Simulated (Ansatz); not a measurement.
Cartesian coordinates in Å:
```
C 1.2568 0.5824 -1.1115
O -0.0017 -0.0202 -0.9023
Ge -0.4453 -0.6118 0.7046
O -2.0637 -1.2569 0.4485
O -0.5212 0.6958 1.8840
H 1.3335 0.8416 -2.1694
H 1.3735 1.4980 -0.5209
H 2.0839 -0.0960 -0.8667
H 0.5610 -1.6205 1.2594
H -2.2814 -1.2643 -0.4878
H -1.2954 1.2518 1.7621
```

Charge 0, multiplicity 1.

(1) List the PBE0/def2-TZVPP orbital energies in eV (Ansatz). (Estimate.)

Results:

(1) Ansatz gave: Occupied: -10860.86, -1358.97, -1208.80, -1208.79, -1208.78, -522.72, -522.71, -522.69, -279.42, -171.87, -121.70, -121.68, -121.64, -34.74, -34.71, -34.54, -34.47, -34.46, -28.41, -27.61, -27.39, -19.13, -16.08, -13.96, -13.70, -12.75, -12.55, -11.33, -10.84, -10.08, -9.55, -9.08, -8.65, -8.20. Lowest empty: 0.41, 1.00, 1.37, 1.93, 2.42, 2.70, 3.37, 3.50.
